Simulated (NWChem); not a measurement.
# C₂H₂BCl; SMILES B(Cl)C#C

Results from NWChem. Structure relaxed at the PBE0/def2-SVP level.

**Question.** Order these runs by computing time, cheapest first, and give rough ratios: TPSS/pcseg-1; TPSS/pcseg-2; TPSS/STO-3G.

**Answer.** TPSS/STO-3G (1), TPSS/pcseg-1 (4), TPSS/pcseg-2 (20). Ratios are rough, from one shared machine; the cheapest took roughly 2.1 core-seconds. What differs between the cheapest and the dearest: highest occupied level (eV) -5.63 → -7.33; orbital gap (eV) 4.68 → 4.19; dipole (D) 1.82 → 1.54.
